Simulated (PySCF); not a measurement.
C8H12OSSi, SMILES C[Si](C)(C)c1ccc(C=O)s1, GFN2-xTB optimised geometry.

```
23

C     -3.25    -1.58     1.50
Si    -2.09    -1.78    -0.01
C     -3.08    -1.71    -1.63
C     -1.07    -3.38     0.11
C     -0.90    -0.31     0.00
C      0.47    -0.31     0.00
C      1.04     0.97     0.00
C      0.09     1.97     0.00
C      0.31     3.40     0.00
O     -0.55     4.25     0.00
S     -1.51     1.30     0.00
H     -2.70    -1.59     2.43
H     -3.98    -2.38     1.54
H     -3.79    -0.64     1.45
H     -3.61    -0.76    -1.73
H     -2.43    -1.81    -2.50
H     -3.82    -2.50    -1.68
H     -1.72    -4.25     0.12
H     -0.48    -3.41     1.02
H     -0.40    -3.49    -0.73
H      1.05    -1.21     0.00
H      2.09     1.17     0.00
H      1.38     3.67     0.00
```

Density from PBE0/def2-SVP (PySCF) at that geometry.

Minimum of the electron density along straight lines between bonded atoms, close to the bond critical point (lines longer than 1.1 times the sum of covalent radii, or with two minima, are not listed):

```csv
bond,length / Å,ρ at the minimum / e bohr⁻³,∇²ρ there / e bohr⁻⁵,position (fraction from the first atom)
C1–Si2,1.905,0.111,0.31,0.62
Si2–C3,1.905,0.111,0.31,0.38
Si2–C4,1.904,0.111,0.32,0.38
Si2–C5,1.894,0.107,0.37,0.38
C5–C6,1.373,0.315,-0.78,0.51
C6–C7,1.397,0.304,-0.77,0.50
C7–C8,1.378,0.313,-0.78,0.49
C8–C9,1.439,0.288,-0.74,0.51
C9–O10,1.208,0.410,0.36,0.33
C5–S11,1.721,0.215,-0.45,0.46
C8–S11,1.736,0.210,-0.43,0.47
C1–H12,1.086,0.272,-0.97,0.63
C1–H13,1.086,0.272,-0.97,0.62
C1–H14,1.086,0.272,-0.97,0.62
C3–H15,1.086,0.272,-0.97,0.62
C3–H16,1.086,0.272,-0.97,0.62
C3–H17,1.086,0.272,-0.97,0.62
C4–H18,1.085,0.272,-0.97,0.62
C4–H19,1.086,0.272,-0.97,0.62
C4–H20,1.086,0.272,-0.97,0.62
C6–H21,1.075,0.285,-1.10,0.63
C7–H22,1.076,0.284,-1.10,0.64
C9–H23,1.110,0.274,-1.02,0.63
```
